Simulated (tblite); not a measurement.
C₃H₁₀BrFSi₂.
Atom-mapped SMILES: `[CH3:1][SiH2:2][C@@H:3]([Br:4])[Si@H:5]([CH3:6])[F:7]` (hydrogens: H8, H9, H10 on C1; H11, H12 on Si2; H13 on C3; H14 on Si5; H15, H16, H17 on C6)

Computed with GFN2-xTB (tblite), gas phase: L-BFGS steps from a force-field or distance-geometry start until the largest atomic force falls under 0.01 eV/Å.

Step 13: E = -648.8583 eV
```
atom  x, y, z in Å  |  force x, y, z in eV/Å
C1      2.5486    0.9360   -0.1077    0.003   0.018  -0.004
Si2     1.7875   -0.7897   -0.2083   -0.074  -0.009  -0.016
C3     -0.0513   -0.6274   -0.7222   -0.001   0.032  -0.008
Br4    -0.7268   -2.4451   -1.1128    0.034   0.023   0.029
Si5    -1.1759    0.1077    0.6224    0.051  -0.006  -0.008
C6     -2.9820    0.2576    0.1043   -0.021   0.004  -0.008
F7     -0.5697    1.5914    0.8720   -0.041   0.040   0.009
H8      3.6013    0.8734    0.1456    0.014   0.000  -0.005
H9      2.4650    1.4666   -1.0513    0.021   0.007  -0.021
H10     2.0608    1.5408    0.6499   -0.016  -0.011   0.002
H11     2.4587   -1.6389   -1.1938    0.019  -0.010  -0.053
H12     1.7587   -1.4473    1.0992    0.072  -0.070   0.058
H13    -0.1507   -0.0973   -1.6694   -0.010  -0.013   0.020
H14    -0.9505   -0.5881    1.8800   -0.045  -0.009   0.032
H15    -3.0894    0.8020   -0.8295    0.005   0.018  -0.039
H16    -3.5535    0.7877    0.8588   -0.005   0.024   0.033
H17    -3.4379   -0.7175   -0.0279   -0.006  -0.039  -0.022
```

Step 14: E = -648.8593 eV
```
atom  x, y, z in Å  |  force x, y, z in eV/Å
C1      2.5504    0.9366   -0.1087   -0.008  -0.001  -0.003
Si2     1.7872   -0.7888   -0.2092   -0.024  -0.046   0.003
C3     -0.0507   -0.6251   -0.7207   -0.020  -0.014  -0.011
Br4    -0.7258   -2.4471   -1.1104    0.046   0.066   0.034
Si5    -1.1772    0.1084    0.6227    0.031  -0.005   0.008
C6     -2.9845    0.2577    0.1032    0.001   0.004  -0.001
F7     -0.5714    1.5924    0.8738   -0.045   0.033   0.006
H8      3.6032    0.8755    0.1457   -0.002  -0.002  -0.006
H9      2.4663    1.4665   -1.0529    0.020   0.011  -0.005
H10     2.0588    1.5371    0.6500   -0.002   0.006  -0.008
H11     2.4588   -1.6395   -1.1948    0.006   0.005  -0.043
H12     1.7629   -1.4513    1.0979    0.066  -0.050   0.033
H13    -0.1489   -0.0962   -1.6681   -0.021  -0.012   0.006
H14    -0.9516   -0.5869    1.8816   -0.048  -0.002   0.015
H15    -3.0898    0.8032   -0.8312   -0.003   0.002  -0.013
H16    -3.5550    0.7883    0.8594    0.001   0.009   0.006
H17    -3.4397   -0.7186   -0.0289    0.002  -0.007  -0.021
```

**Question.** Estimate the geometry and energy of step 15. (The exact step hangs on the optimiser's Hessian estimate; all steps are aligned on step 14, rigid shifts and turns removed.)

**Answer.** E = -648.8600 eV, largest force 0.093 eV/Å
```
atom  x, y, z in Å  |  force x, y, z in eV/Å
C1      2.5515    0.9368   -0.1095   -0.017  -0.021  -0.003
Si2     1.7864   -0.7888   -0.2097    0.029  -0.060   0.020
C3     -0.0507   -0.6236   -0.7198   -0.023  -0.036  -0.004
Br4    -0.7243   -2.4473   -1.1080    0.045   0.075   0.033
Si5    -1.1775    0.1089    0.6231   -0.001   0.004   0.020
C6     -2.9862    0.2578    0.1025    0.018   0.002   0.003
F7     -0.5736    1.5938    0.8753   -0.046   0.024   0.003
H8      3.6046    0.8768    0.1456   -0.018  -0.005  -0.006
H9      2.4677    1.4666   -1.0542    0.017   0.009   0.010
H10     2.0573    1.5346    0.6499    0.009   0.017  -0.018
H11     2.4589   -1.6398   -1.1964   -0.008   0.018  -0.032
H12     1.7673   -1.4552    1.0975    0.058  -0.030   0.004
H13    -0.1481   -0.0957   -1.6671   -0.027  -0.006  -0.008
H14    -0.9535   -0.5862    1.8831   -0.048   0.004   0.002
H15    -3.0901    0.8040   -0.8326   -0.007  -0.012   0.012
H16    -3.5559    0.7889    0.8599    0.009  -0.006  -0.019
H17    -3.4409   -0.7196   -0.0301    0.009   0.022  -0.017
```

The energy changes by -0.0007 eV. The first-order estimate −F·Δx gives -0.0010 eV and the mean of the old and new forces, exact on a quadratic surface, -0.0007 eV. The step makes an angle of 55° with the force vector and moves no atom by more than 0.006 Å.

What follows is the cost of the whole relaxation. Hardware: one thread of an Arm Neoverse N1, shared host with 64 logical CPUs at a one-minute load of 61. Cost: 1.1 s of wall time.
